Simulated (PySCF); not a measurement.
Br₂Zn, triplet, geometry from GFN2-xTB (such geometries of metal compounds can be far from the true shape) (a higher spin typed on purpose: for a closed-shell molecule this is an excited state). Base run: PySCF with M062X/3-21G.

PySCF was given this input:
```python
from pyscf import gto, scf, dft

mol = gto.M(
    atom='''
Zn   -0.65103938   -0.87546759   -1.10303552
Br    0.14629806    1.61838306   -0.43563739
Br    0.41173569   -0.86798227    1.38109641
''',
    basis='3-21g',
    spin=2,
    verbose=3,
)

mf = dft.UKS(mol)
mf.xc = 'm062x'
mf.kernel()
```

Each row names what was changed in the base input (with any setting that the change needs).

```json
[
 {"change": "base", "ΔE vs base (mEh)": "0.000", "fitting functions": "-", "dipole (D)": "3.12", "outcome": "converged"},
 {"change": "auxbasis = def2-tzvp-ri", "ΔE vs base (mEh)": "-15992.2", "fitting functions": "503", "dipole (D)": "3.09", "outcome": "converged"},
 {"change": "auxbasis = even-tempered beta=1.6", "ΔE vs base (mEh)": "0.273", "fitting functions": "931", "dipole (D)": "3.12", "outcome": "converged"},
 {"change": "auxbasis = cc-pvtz-ri", "ΔE vs base (mEh)": "-", "fitting functions": "-", "dipole (D)": "-", "outcome": "stopped with an error"},
 {"change": "auxbasis = cc-pvdz-jkfit", "ΔE vs base (mEh)": "-", "fitting functions": "-", "dipole (D)": "-", "outcome": "stopped with an error"},
 {"change": "exchange = seminumerical (SGX) (with mf = sgx.sgx_fit(mf, auxbasis='def2-universal-jfit'); with mf.with_df.dfj = True)", "ΔE vs base (mEh)": "-14.590", "fitting functions": "205", "dipole (D)": "3.11", "outcome": "converged"},
 {"change": "auxbasis = autoaux", "ΔE vs base (mEh)": "0.101", "fitting functions": "808", "dipole (D)": "3.12", "outcome": "converged"},
 {"change": "auxbasis = even-tempered beta=3.0", "ΔE vs base (mEh)": "-176.7", "fitting functions": "433", "dipole (D)": "3.06", "outcome": "converged"},
 {"change": "auxbasis = def2-universal-jkfit", "ΔE vs base (mEh)": "1.489", "fitting functions": "796", "dipole (D)": "3.12", "outcome": "converged"},
 {"change": "auxbasis = def2-svp-ri", "ΔE vs base (mEh)": "-16511.9", "fitting functions": "397", "dipole (D)": "3.05", "outcome": "converged"}
]
```

A fitting set is made for a task (jfit for Coulomb, jkfit for Coulomb and exchange, ri for correlation) and for a family of orbital bases.

Open shells are given as the SCF converged; they aren't shown to be the lowest states, and a large step between rows can be another state.

- auxbasis = cc-pvtz-ri: ended with `pyscf.lib.exceptions.BasisNotFoundError: Basis set not found for Zn in cc-pvtz-ri`
- auxbasis = cc-pvdz-jkfit: ended with `pyscf.lib.exceptions.BasisNotFoundError: Basis set not found for Zn in cc-pvdz-jkfit`
